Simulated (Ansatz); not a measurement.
Compare A (`SC1OC[SiH2]1`) with its isomer B (`[SiH3]O/C=C\S`).

Program: Ansatz. Geometries: PBE0-D4/def2-TZVP. ΔE: electronic, gas phase. CCSD(T)/CBS adds triple-zeta CCSD(T) − MP2 to the extrapolated MP2 energy (def2 sets, frozen cores). DFT in def2-TZVPP. B3LYP here is the variant with VWN-RPA as its local correlation; programs differ in this. One conformer a species, not always the lowest.

A:

Z-matrix (Å, degrees):
```
C
O 1 1.432
S 1 1.805 2 114.9
Si 1 1.902 2 89.4 3 113.9
H 1 1.090 2 109.4 3 -123.8
C 2 1.447 1 103.9 3 -97.1
H 3 1.345 1 97.3 2 -69.2
H 4 1.486 1 119.0 2 -129.3
H 4 1.486 1 114.4 2 97.9
H 6 1.091 2 109.9 1 -138.5
H 6 1.095 2 111.1 1 100.5
```

B:

Z-matrix (Å, degrees):
```
Si
O 1 1.656
H 1 1.478 2 105.5
H 1 1.486 2 110.3 3 -119.9
H 1 1.486 2 110.3 3 119.9
C 2 1.358 1 124.5 3 -179.7
C 6 1.329 2 122.0 1 -179.1
H 6 1.087 2 117.2 1 1.0
S 7 1.742 6 126.4 2 0.0
H 7 1.082 6 119.0 2 -179.9
H 9 1.343 7 95.9 6 -0.0
```

Which is lower in electronic energy at CCSD(T)/CBS, and by how much? (Estimate.)

Ansatz gave: B, by 136.5 kJ/mol.

Give E(B) − E(A) in kJ/mol with B3LYP-D4, CCSD/def2-TZVPP, CCSD(T)/def2-TZVPP, B3LYP, HF/def2-TZVPP, r2SCAN-D4, PBE0-D4. (An estimate is asked.)

Computed: B3LYP-D4 -146.0, CCSD/def2-TZVPP -140.4, CCSD(T)/def2-TZVPP -137.5, B3LYP -150.3, HF/def2-TZVPP -170.8, r2SCAN-D4 -135.2, PBE0-D4 -121.3. None reverses the order clearly.

Largest T1 diagnostic: 0.013.

In def2-TZVPP, CCSD(T) changes the Hartree–Fock value by +33.3 kJ/mol (the triples alone add +2.9 kJ/mol) and MP2 by +32.9 kJ/mol. The D4 term adds +4.3 kJ/mol with B3LYP and +1.9 kJ/mol with PBE0; it sums over pairs of atoms, weighted by their polarisabilities, and B3LYP, whose exchange is more repulsive, gets the larger term.
